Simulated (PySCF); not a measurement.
PySCF input file for Si(CF3)(Cl)2(H) (CHCl2F3Si), SMILES Cl[SiH](Cl)C(F)(F)F, ωB97X-D3(BJ)/def2-SVP. 

```python
import numpy as np
from pyscf import gto, scf, dft
import os
os.environ['JAX_PLATFORMS'] = 'cpu'
from ase import Atoms, units
from ase.calculators.calculator import Calculator, all_changes
from sella import Sella

mol = gto.M(
    atom='''
    Si    0.58750111   -0.57311081    0.00000000
    Cl    1.38838445    0.16535264    1.66584889
    Cl    1.38838447    0.16535264   -1.66584888
    C    -1.28790146    0.01224945   -0.00000000
    F    -1.42423334    1.35128534   -0.00000001
    F    -1.96639098   -0.43387391   -1.07461200
    F    -1.96639100   -0.43387391    1.07461198
    H     0.51045944   -2.02377280    0.00000001
    ''',
    basis='def2-SVP',
    charge=0,
    spin=0,
    max_memory=1600,
    verbose=3,
)
mf = dft.RKS(mol, xc='wb97x-d3bj').density_fit(auxbasis='def2-universal-jkfit')
mf.grids.level = 3
mf.conv_tol = 1e-9
mf.max_cycle = 100
mf.kernel()
grad = mf.nuc_grad_method()
grad.grid_response = mol.nao <= 150
scan = grad.as_scanner()
scan.verbose = scan.base.verbose = 0
class SCF(Calculator):
    implemented_properties = ['energy', 'forces']
    def calculate(self, atoms=None, properties=None, system_changes=all_changes):
        super().calculate(atoms, properties, system_changes)
        e, g = scan(mol.set_geom_(self.atoms.positions, unit='Angstrom', inplace=False))
        assert scan.converged
        self.results = {'energy': float(e) * units.Hartree, 'forces': -np.asarray(g) * units.Hartree / units.Bohr}
atoms = Atoms(mol.elements, mol.atom_coords(unit='Angstrom'), calculator=SCF())
conv = Sella(atoms, order=0, internal=True, allow_fragments=True).run(fmax=0.002, steps=150)
mol_eq = mol.set_geom_(atoms.positions, unit='Angstrom', inplace=False)
print(mol_eq.tostring(format='xyz'))
mf.reset(mol_eq)
mf.verbose = 3
mf.kernel()
```

Program output:

```
converged SCF energy = -1547.65584295508
     Step          Energy         fmax         cmax       rtrust          rho
Sella   0   -42113.860576       2.1187       0.0000       0.1000       1.0000
Sella   1   -42113.946604       2.1187       0.0000       0.1000       1.3264
Sella   2   -42113.977333       1.2053       0.0000       0.1000       1.0578
Sella   3   -42113.981117       0.3189       0.0000       0.1000       0.9569
Sella   4   -42113.981663       0.1493       0.0000       0.1000       1.2271
Sella   5   -42113.981739       0.0578       0.0000       0.1000       1.2000
Sella   6   -42113.981754       0.0085       0.0000       0.1000       1.4063
Sella   7   -42113.981761       0.0074       0.0000       0.1000       1.1969
Sella   8   -42113.981762       0.0060       0.0000       0.1000       1.3121
Sella   9   -42113.981763       0.0025       0.0000       0.1000       1.2707
8
XYZ from PySCF
Si          0.51509507       -0.57530422        0.00000013
Cl          1.40332845        0.16962641        1.67721368
Cl          1.40332786        0.16962768       -1.67721314
C          -1.31101839        0.02636780        0.00000004
F          -1.41376008        1.36232819       -0.00000089
F          -1.95773523       -0.43671625       -1.08548087
F          -1.95773550       -0.43671487        1.08548139
H           0.54831051       -2.04960610       -0.00000035
converged SCF energy = -1547.66029649918
```

The calculation finished and met its thresholds.
